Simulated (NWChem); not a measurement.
System: 1,2,4-triazole (C$_{2}$H$_{3}$N$_{3}$); SMILES n1c[nH]nc1

The following NWChem deck was run.

```
start job
memory heap 200 mb stack 900 mb global 1100 mb
geometry units angstroms noautoz
  C      1.058512     0.354300     0.000000
  N      0.008958     1.211943     0.000000
  C     -1.026327     0.403248     0.000000
  N     -0.600611    -0.874802     0.000000
  N      0.733222    -0.924497     0.000000
  H      2.098416     0.679785     0.000000
  H     -2.078884     0.686061     0.000000
  H     -1.143883    -1.729721     0.000000
end
basis spherical
  * library 6-31+g*
end
dft
  xc b3lyp
  iterations 150
end
tddft
  cis
  nroots 6
  notriplet
end
task tddft energy
```

The geometry was optimised at PBE0/def2-SVP.

Vertical excitations in the gas phase.

Predict the main results of this run. (B3LYP/6-31+G* (spherical d), TDA.) Quantities: basis functions; lowest excitation, singlet (eV); oscillator strength of that lowest state; lowest state with f > 0.02, singlet (eV); oscillator strength of that bright state; orbital gap (eV).

The number of basis functions is 96. The lowest excitation, singlet (eV) comes out as 6.33 and the oscillator strength of that lowest state comes out as 0.008. The lowest state with f > 0.02, singlet (eV) is 7.23 and the oscillator strength of that bright state comes out as 0.092. The orbital gap (eV) is 7.44.
